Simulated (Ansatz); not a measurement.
Species: C₇H₁₃, net charge 0, doublet state. It need not be the lowest isomer of its formula. 
Structure (B3LYP-D3(BJ)/def2-TZVP (Ansatz, an electronic-structure program) minimum search):
```
C
C 1 1.5041
C 2 1.3797 1 127.55
C 3 1.3815 2 124.71 1 -180.00
H 4 1.0806 3 121.39 2 180.00
H 4 1.0829 5 117.48 3 -180.00
H 3 1.0851 2 118.15 1 0.00
H 2 1.0879 3 117.49 7 -180.00
C 1 1.5313 2 112.84 8 180.00
H 9 1.0914 1 109.96 2 180.00
H 9 1.0914 10 107.78 1 -121.70
H 9 1.0914 10 107.78 11 -116.59
C 1 1.5420 2 108.42 8 58.91
H 13 1.0912 1 110.86 2 63.16
H 13 1.0918 14 108.03 1 121.81
H 13 1.0927 14 108.34 15 116.79
C 1 1.5420 2 108.42 8 -58.91
H 17 1.0912 1 110.86 2 -63.16
H 17 1.0918 18 108.03 1 -121.81
H 17 1.0927 18 108.34 19 -116.79
```
Charge 0, spin multiplicity 2.

Total electronic energies in hartree. Cores are frozen in the correlated levels unless marked. Open shells are spin-unrestricted. Spin-orbit coupling is left out. No relativistic terms. CBS(X,Y): correlation extrapolated as X^-3; Hartree-Fock from the larger set. The bracket is a focal-point correction in the basis named.

The UHF reference is spin-contaminated (<S^2> 0.19 over the pure value in the largest basis). 

| level | program | energy (Eh) |
|---|---|---|
| PBE/def2-TZVPD | Ansatz | -274.22081 |
| revPBE-D4/def2-TZVPD | Ansatz + dftd4 | -274.57992 |
| r2SCAN/def2-TZVPD | Ansatz | -274.44393 |
| B97M-V/def2-TZVPD | Ansatz | -274.62583 |
| B3LYP-D3(BJ)/def2-TZVPD | Ansatz + dftd3 | -274.65727 |
| PBE0/6-31G* | Ansatz | -274.17291 |
| BHLYP/def2-TZVPD | Ansatz | -274.43813 |
| r2SCAN0-D4/def2-TZVPD | Ansatz + dftd4 | -274.42854 |
| MP2/6-31G | Ansatz | -273.10509 |
| RI-MP2/cc-pVTZ | Ansatz | -273.86563 |
| SCS-MP2/6-31G | Ansatz | -273.11007 |
| SCS-MP2/cc-pVTZ | Ansatz | -273.86924 |
| CCSD/cc-pVTZ | Ansatz | -273.94646 |
| CCSD(T)/cc-pVDZ | Ansatz | -273.71252 |
| RI-MP2/CBS(cc-pVTZ,cc-pVQZ)+[CCSD(T)-MP2]/cc-pVTZ | Ansatz | -274.1408 |

Totals of different functionals don't rank their quality; only differences between species are comparable.
